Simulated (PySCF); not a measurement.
Predicted microwave data (PySCF, PBE0-D3(BJ)/def2-SVP geometry optimisation, gas phase) for one isomer of C6H8O2:

- Rotational constants: A = 7171, B = 863.8, C = 774.8 MHz
- Dipole components: |μa| = 4.06 D, |μb| = 1.24 D, |μc| = 0.06 D
- Inertial defect: -3.26 u·Å²
- κ: -0.97

Question: Which candidate fits, each taken in the one conformer that was computed?
A. `[CH3:1][O:2][CH2:3][c:4]1[cH:5][cH:6][o:7][cH:8]1` with C1–O2–C3–C4 -67°, O2–C3–C4–C5 -52°
B. `[CH3:1][O:2][C:3]1=[CH:4][C:5](=[O:6])[CH2:7][CH2:8]1` with C1–O2–C3–C4 0°
C. `[CH2:1]=[CH:2][O:3]/[CH:4]=[C:5](\[CH3:6])[CH:7]=[O:8]` with C1–C2–O3–C4 178°, C2–O3–C4–C5 -178°, C4–C5–C7–O8 -179°
D. `[CH2:1]=[C:2]([CH3:3])[C@H:4]1[CH2:5][C:6](=[O:7])[O:8]1` with C1–C2–C4–C5 -101°

Answer: C. It is C=CO/C=C(\C)C=O, a near-prolate asymmetric top. The candidates at the same level (rigid rotor, commonest isotopes):

| SMILES | A (MHz) | B (MHz) | C (MHz) | μa (D) | μb (D) | μc (D) | Δ (u·Å²) | point group | rotor |
| --- | --- | --- | --- | --- | --- | --- | --- | --- | --- |
| COCc1ccoc1 | 4867 | 1298 | 1243 | 0.25 | 0.49 | 0.46 | -86.48 | C1 | near-prolate asymmetric top |
| C=CO/C=C(\C)C=O | 7171 | 863.8 | 774.8 | 4.06 | 1.24 | 0.06 | -3.26 | – | near-prolate asymmetric top |
| C=C(C)[C@H]1CC(=O)O1 | 4818 | 1365 | 1192 | 3.55 | 2.45 | 0.05 | -50.97 | C1 | near-prolate asymmetric top |
| COC1=CC(=O)CC1 | 4484 | 1419 | 1100 | 4.02 | 1.26 | 0.04 | -9.56 | near Cs | asymmetric top |

`C=C(C)[C@H]1CC(=O)O1` has B 58 % too high; `COC1=CC(=O)CC1` has B 64 % too high; `COCc1ccoc1` has C 60 % too high. No structure here is proved a minimum.
